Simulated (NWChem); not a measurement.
System: C₃HFO₃; SMILES C1(OC(=CF)O1)=O

```xyz
8

O      0.3038     2.6032     0.0000
C      0.0975     1.4513     0.0000
O      0.9212     0.3484     0.0000
C     -0.2322    -0.3922     0.0000
C     -0.5017    -1.6891     0.0000
F      0.4590    -2.5995     0.0000
O     -1.0592     0.7048     0.0000
H     -1.5277    -2.0600     0.0000
```
Atoms are numbered in this order, from 1.

Coordinates come from a PBE0/def2-SVP optimisation.

Q: Give the principal values of the shielding tensors (ppm) of O1, C2, O3, C4, C5 from B3LYP/6-311G** (spherical d), GIAO (NWChem), with their diamagnetic and paramagnetic parts as GIAO splits them.

A: 
```json
[
 {"atom": "O1", "σ11": "-137.6", "σ22": "-36.6", "σ33": "207.2", "isotropic": "11.0", "diamagnetic": "401.9", "paramagnetic": "-390.9"},
 {"atom": "C2", "σ11": "-75.8", "σ22": "54.2", "σ33": "138.0", "isotropic": "38.8", "diamagnetic": "254.9", "paramagnetic": "-216.1"},
 {"atom": "O3", "σ11": "-7.6", "σ22": "81.9", "σ33": "139.4", "isotropic": "71.2", "diamagnetic": "388.5", "paramagnetic": "-317.2"},
 {"atom": "C4", "σ11": "-41.6", "σ22": "33.0", "σ33": "102.9", "isotropic": "31.4", "diamagnetic": "254.7", "paramagnetic": "-223.3"},
 {"atom": "C5", "σ11": "7.7", "σ22": "78.8", "σ33": "92.6", "isotropic": "59.7", "diamagnetic": "251.1", "paramagnetic": "-191.4"}
]
```
